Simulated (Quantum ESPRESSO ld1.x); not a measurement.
Input file for ld1.x (Quantum ESPRESSO 7.5):

```
 &input
    zed=80.0,
    iswitch=1,
    rel=2,
    dft='PBE',
    config='[Kr] 4d10 4f4',
    rel_dist='average',
    verbosity='high',
    lsmall=.true.,
    prefix='ld1',
    max_out_wfc=37,
    file_charge='ld1.rho',
 /
```

Command: `OMP_NUM_THREADS=1 ld1.x < ld1.in > ld1.out`

Output (excerpt):

```
     Program LD1 v.7.5 starts

     --------------------------- All-electron run ----------------------------

     dirac relativistic calculation

     atomic number is 80.00
     dft =PBE   lsd =0 sic =0 latt =0  beta=0.20 tr2=1.0E-14
     Exchange-correlation= PBE
                           (   1   4   3   4   0   0   0)
     mesh =2125 r(mesh) = 100.48147 a.u. xmin = -8.00 dx = 0.00800
     1 Ry =  13.60569312 eV, c = 137.03599908

     n l j   nl                  e(Ry)          e(Ha)          e(eV)
     Spin orbit split results
     1 0 0.5 1S 1( 2.00)   -6181.760692198   -3090.880346099 -84107.1389378
     2 0 0.5 2S 1( 2.00)   -1158.862975343    -579.431487672 -15767.1340141
     2 1 0.5 2P 1( 2.00)   -1114.757014779    -557.378507390 -15167.0418498
     2 1 1.5 2P 1( 4.00)    -971.617443342    -485.808721671 -13219.5287671
     3 0 0.5 3S 1( 2.00)    -334.234699550    -167.117349775  -4547.4947531
     3 1 0.5 3P 1( 2.00)    -314.526407130    -157.263203565  -4279.3497745
     3 1 1.5 3P 1( 4.00)    -282.600257034    -141.300128517  -3844.9723737
     4 0 0.5 4S 1( 2.00)    -128.267749401     -64.133874701  -1745.1716359
     4 1 0.5 4P 1( 2.00)    -119.736051756     -59.868025878  -1629.0919759
     4 1 1.5 4P 1( 4.00)    -110.955445570     -55.477722785  -1509.6257428
     3 2 1.5 3D 1( 4.00)    -250.177652958    -125.088826479  -3403.8403724
     3 2 2.5 3D 1( 6.00)    -243.343625382    -121.671812691  -3310.8586904
     4 2 1.5 4D 1( 4.00)     -97.078115365     -48.539057683  -1320.8150466
     4 2 2.5 4D 1( 6.00)     -95.310281733     -47.655140866  -1296.7624447
     4 3 2.5 4F 1( 1.71)     -77.955380474     -38.977690237  -1060.6369840
     4 3 3.5 4F 1( 2.29)     -77.489998280     -38.744999140  -1054.3051367
     Averaged results
     1 0     1S 1( 2.00)   -6181.760692198   -3090.880346099 -84107.1389378
     2 0     2S 1( 2.00)   -1158.862975343    -579.431487672 -15767.1340141
     2 1     2P 1( 6.00)   -1019.330633821    -509.665316910 -13868.6997946
     3 0     3S 1( 2.00)    -334.234699550    -167.117349775  -4547.4947531
     3 1     3P 1( 6.00)    -293.242307066    -146.621153533  -3989.7648406
     4 0     4S 1( 2.00)    -128.267749401     -64.133874701  -1745.1716359
     4 1     4P 1( 6.00)    -113.882314299     -56.941157149  -1549.4478205
     3 2     3D 1(10.00)    -246.077236412    -123.038618206  -3348.0513632
     4 2     4D 1(10.00)     -96.017415186     -48.008707593  -1306.3834855
     4 3     4F 1( 4.00)     -77.689447792     -38.844723896  -1057.0187855

     final scf error:  8.8E-15 reached in  30 iterations

     Etot =  -38431.595147 Ry,  -19215.797574 Ha, -522888.489802 eV

     Ekin =   44492.930989 Ry,   22246.465494 Ha,  605357.165178 eV
     Encl =  -93000.397373 Ry,  -46500.198686 Ha,-1265334.866967 eV
     Eh   =   10738.169546 Ry,    5369.084773 Ha,  146100.239542 eV
     Exc  =    -662.298310 Ry,    -331.149155 Ha,   -9011.027555 eV
```

Run on one thread of a shared host, so times are rough (Intel(R) Xeon(R) Processor @ 2.60GHz): 0.71 s of CPU time, 0.9 s wall, 30 iterations on 2125 mesh points.
